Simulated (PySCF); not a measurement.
Vertical excitations of a molecule C₅H₁₀O from TDA-LC-ωPBE/def2-SVPD in PySCF, as energy in eV (oscillator strength): 7.81 (0.022), 8.78 (0.008), 8.91 (0.005), 9.09 (0.007), 9.17 (0.009), 9.24 (0.023). Lowest triplet (TDA): 7.42 eV. Coordinates come from a PBE0-D3(BJ)/def2-SVP optimisation. The values are those of a single conformer.

Which structure fits?
A. C[C@H](O)C1CC1
B. C/C=C(\C)OC
C. C[C@@H]1C[C@@H](C)O1
D. C[C@@H]1C[C@@]1(C)O

A, C[C@H](O)C1CC1
